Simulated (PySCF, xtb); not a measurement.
C₄H₁₂GeO₄, SMILES [O]([Ge]([O]C)([O]C)[O]C)C.

GFN2-xTB (xtb 6.7.1) at its own geometry gives an orbital gap of 6.33 eV and a dipole moment of 0.01 D.

Geometry optimised at PBE-D3(BJ)/def2-SVP. The isomer is the one that the SMILES or the coordinates give; other isomers of the formula were not compared. One conformer was computed; it need not be the lowest.

**Question.** What does ωB97X/def2-SVP in PySCF give? (An estimate is asked for; the answer gives what the named calculation found.)

**Answer.** gap 12.94 eV (levels -10.41 and 2.53 eV), dipole 0.00 D.
